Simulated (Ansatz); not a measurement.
Isolated molecules relaxed with PBE0-D4/def2-TZVP in Ansatz; ΔE leaves out vibrations. CCSD(T)/CBS adds triple-zeta CCSD(T) − MP2 to the extrapolated MP2 energy (def2 sets, frozen cores). DFT in def2-TZVPP. For Se outer-core shells are correlated without core-valence functions, which leaves a few kJ/mol of doubt a bond. Scalar relativity is left out up to krypton. Each species was taken in one conformer, which may not be the lowest.

`BN([SiH3])[SiH2]F` + H₂Se → `F[SiH2][SeH]` + `BN[SiH3]`  (ligand exchange at the Si–N bond)

```tsv
level	ΔE (kJ/mol)
ωB97X-V	-7.1
r2SCAN	-13.5
```

Problem. What does CCSD(T)/CBS give? (Best estimate.)

Solution. Ansatz gave: -6.6 kJ/mol. The listed levels differ from it by -0.5, -6.9 kJ/mol.

Largest T1 diagnostic among the species: 0.012.

The D4 term adds +7.4 kJ/mol with B3LYP and +4.2 kJ/mol with PBE0; it sums over pairs of atoms, weighted by their polarisabilities, and B3LYP, whose exchange is more repulsive, gets the larger term. From PBE to PBE0 (25 % exact exchange), in def2-TZVPP and without D4, ΔE moves by +4.3 kJ/mol.

B3LYP here is the variant with VWN-RPA as its local correlation; programs differ in this.
